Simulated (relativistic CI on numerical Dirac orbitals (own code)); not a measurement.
## Cu³⁺ in a cubic cluster: 3p photoemission with charge transfer

Computed with a charge-transfer multiplet model of a cubic metal-ligand cluster with up to 2 ligand holes, Slater and spin-orbit integrals from Dirac-Coulomb-Breit ions, Slater integrals scaled by 0.9. The ground state mixes d8 with configurations of k ligand holes L, whose averages lie at kΔ + k(k − 1)U_dd/2; a core hole lowers each added d electron by U_cd. 20 K, Lorentzian 0.9 eV and Gaussian 0.8 eV FWHM.

Atomic integrals in eV (Slater integrals scaled, ζ unscaled), ground: F2dd 12.450, F4dd 7.768, zeta_d 0.110; with the core hole: F2dd 13.336, F4dd 8.362, zeta_d 0.118, zeta_core 1.767, F2cd 14.000, G1cd 17.195, G3cd 10.550.

Cluster parameters (eV): Δ = -1, U_dd = 7.6, U_cd = 8.4, 10Dq = 1.2, 10Dq(ligand) = 0, final-state hopping factor = 1.

```csv
Case,n_d,d8,d9L,d10L2,S
"V(eg) = 1.2 eV, V(t2g) = -0.65 eV",8.38,0.63,0.36,0.01,1.00
"V(eg) = 2.1 eV, V(t2g) = -1.13 eV",8.50,0.53,0.44,0.03,1.00
"V(eg) = 2.4 eV, V(t2g) = -1.29 eV",8.53,0.50,0.46,0.04,1.00
"V(eg) = 2.7 eV, V(t2g) = -1.45 eV",8.56,0.48,0.47,0.04,1.00
"V(eg) = 3 eV, V(t2g) = -1.61 eV",8.58,0.47,0.48,0.05,1.00
```

Weights, n_d and S are thermal averages at 20 K. Binding energies count from the first peak over 30 % of the highest in each spectrum, which can be another peak from case to case. The parameters are a model scan and need not match a compound or its usual spin state. Peaks in eV (height, largest 100):
- V(eg) = 1.2 eV, V(t2g) = -0.65 eV: 0.0 (100), 3.1 (34), 6.3 (79), 13.5 (46), 16.2 (23), 21.2 (13), 24.9 (16), 27.1 (17)
- V(eg) = 2.1 eV, V(t2g) = -1.13 eV: 0.0 (100), 7.6 (46), 15.3 (30), 22.8 (5), 26.5 (7), 28.7 (8)
- V(eg) = 2.4 eV, V(t2g) = -1.29 eV: 0.0 (100), 8.1 (39), 15.9 (28), 27.1 (6), 29.3 (7)
- V(eg) = 2.7 eV, V(t2g) = -1.45 eV: 0.0 (100), 8.7 (34), 16.4 (26), 19.7 (7), 30.0 (6)
- V(eg) = 3 eV, V(t2g) = -1.61 eV: 0.0 (100), 9.2 (30), 17.0 (24), 20.5 (6), 30.6 (5)

For the case V(eg) = 2.1 eV, V(t2g) = -1.13 eV, Δ = -1 eV is smaller than U_dd = 7.6 eV, the charge-transfer side of the Zaanen-Sawatzky-Allen scheme (negative Δ: between configuration averages a ligand hole costs less than the nominal valence; multiplet and field energies can change this for the lowest states). With the core hole the average of the configuration with one ligand hole lies at Δ − U_cd = -9.4 eV before mixing: it lies below the unscreened one, so the lowest final states are mostly screened and the unscreened weight appears at higher binding energy as a satellite.
